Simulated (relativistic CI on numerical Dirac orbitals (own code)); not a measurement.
**Pt+: 4d photoemission**

Computed with this model: Dirac-Coulomb-Breit CI, KLI orbitals optimised for each configuration, model QED (radiative potential, 1s self-energy scaled to tabulated hydrogen-like ionisation energies), valence Slater integrals scaled by 0.9, multiplet model of photoemission in the sudden approximation; configurations [Xe] 4f14 5d9 → [Kr] 4d9 4f14 5s2 5p6 5d9; 300 K; Lorentzian 3.5 eV and Gaussian 0.6 eV FWHM. Energies are those of the free ion, without screening or charge transfer. The energies are binding energies and can lie tens of eV above those of solids. S is read from ⟨S²⟩ = S(S + 1).

Field parameters in Wybourne normalisation: Oh B⁴₀ = 21Dq, B⁴₄ = √(5/14) B⁴₀. The field is a parameter set, without covalency.

free ion: ground-state S = 0.50, centroid 340.89 eV. Peaks (eV, height): 333.8 (100), 351.0 (73).

Oh, 10Dq = 39550 cm⁻¹: ground-state S = 0.50, centroid 340.97 eV. Peaks (eV, height): 334.2 (100), 351.0 (69).

Strongest unbroadened transitions for free ion:

```csv
Energy (eV),Relative strength
333.17,63.4
333.66,100.0
333.81,26.8
334.40,77.4
335.04,40.3
335.11,0.3
335.61,5.3
335.97,4.7
336.23,0.5
336.46,9.1
350.63,62.5
351.07,44.3
351.42,81.6
351.52,19.4
351.89,1.0
352.02,7.8
352.95,1.0
354.64,0.0
```
